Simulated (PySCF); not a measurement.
# Scandium: a sound run and one with changed settings

Sound run: Sc⁺ [Ar] 3d1 4s1, Sc²⁺ [Ar] 3d1. Calculation: PySCF 2.14, in Sapporo-DKH3-DZP-2012; scalar relativity by spin-free X2C-1e. In the sound run the correlated levels freeze [Ar]. The sound run starts from symmetry-adapted Hartree-Fock orbitals and uses a fine grid where one is needed.

Changed run: the non-relativistic Hamiltonian (point nucleus). This setting is unsound on purpose.

```tsv
species	method	sound run (hartree)	changed run (hartree)	converged
Sc⁺	UHF	-763.06928	-758.27885	yes
Sc⁺	LDA	-761.94254	-757.15877	yes
Sc⁺	TPSS	-763.95336	-759.16642	yes
Sc⁺	MP2	-763.07170	-758.28120	yes
Sc²⁺	UHF	-762.62017	-757.83292	yes
Sc²⁺	LDA	-761.45599	-756.67619	yes
Sc²⁺	TPSS	-763.48317	-758.69989	yes
```

Ionisation energy of Sc⁺:

| method | sound run (eV) | changed run (eV) |
| --- | --- | --- |
| UHF | 12.221 | 12.134 |
| LDA | 13.240 | 13.132 |
| TPSS | 12.794 | 12.695 |
| MP2 | 12.287 | 12.198 |
| SCS-MP2 | 12.243 | 12.156 |

Most of the change in total energy is the relativistic energy itself. On top of that the contraction fixes the core shape for the Hamiltonian it was made with, so the changed run is not a good calculation with the other Hamiltonian either.

For comparison, NIST gives 12.800 eV between the lowest levels.
